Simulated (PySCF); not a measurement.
MO2+ across the 4d metals

Level: PBE0, basis family def2-TZVP, scalar-relativistic core potentials from Rb on and no relativity for lighter atoms.

Each entry is the lowest minimum that a search over a few typed start shapes (and spin states, where more than one is plausible) found, or that minimum re-optimised at the stated level; isomers with ligand–ligand bonds, or fragments after loss of a ligand pair, can lie lower. Open shells are unrestricted; no spin–orbit coupling; PySCF with density fitting.

| molecule | 2S+1 | point group | mean bond to the central atom (Å) | lowest ω (cm⁻¹) | distinct angles (°) | polar-tensor charge of the central atom |
| --- | --- | --- | --- | --- | --- | --- |
| NbO₂⁺ | 1 | C2v | 1.663 | 404 | 103 | 2.20 |
| MoO₂⁺ | 2 | C2v | 1.643 | 372 | 106 | 1.96 |
| TcO₂⁺ | 3 | C2v | 1.635 | 310 | 118 | 1.97 |
| RuO₂⁺ | ? | ? | ? | ? | ? | ? |

(1) Fill in the row of RuO₂⁺.

## Answers

(1) 2S+1: 2; point group: C2v; mean bond to the central atom (Å): 1.629; lowest ω (cm⁻¹): 284; distinct angles (°): 133; polar-tensor charge of the central atom: 1.99.

The bond shortens at every step; the largest change, -0.020 Å, falls between NbO₂⁺ and MoO₂⁺ among the members listed.

Left out of the table are members whose search was unfinished or whose lowest solution was spin-contaminated, unstable, very soft or bonded differently.

Open d and f shells are single-determinant solutions and may miss the true ground state.
